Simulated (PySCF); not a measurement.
## Ionisation energy of Cu⁺ by level of theory

Cu⁺ [Ar] 3d10 (1S) → Cu²⁺ [Ar] 3d9 (2D), as a difference of total energies. Computed with PySCF 2.14 in def2-QZVPPD, with the non-relativistic Hamiltonian (point nucleus). Correlated levels: valence: [Ar] frozen; valence and next inner shell: [Ne] frozen. The calculations carry no spin-orbit coupling.

Problem. Order these methods by the ionisation energy they give, lowest first.
A. MP2 (valence)
B. r2SCAN
C. UHF
D. MP2 (valence and next inner shell)

Solution. C (17.335 eV), B (20.512 eV), A (20.985 eV), D (21.617 eV).

A first-order spin-orbit estimate (lowest level to lowest level, LS coupling) adds -0.116 eV.

These non-relativistic numbers lack the scalar-relativistic shift.

Errors of the correlated levels include the incompleteness of this basis and the frozen core.

For comparison: 20.292 eV (measured; NIST Atomic Spectra Database, ionization energies).
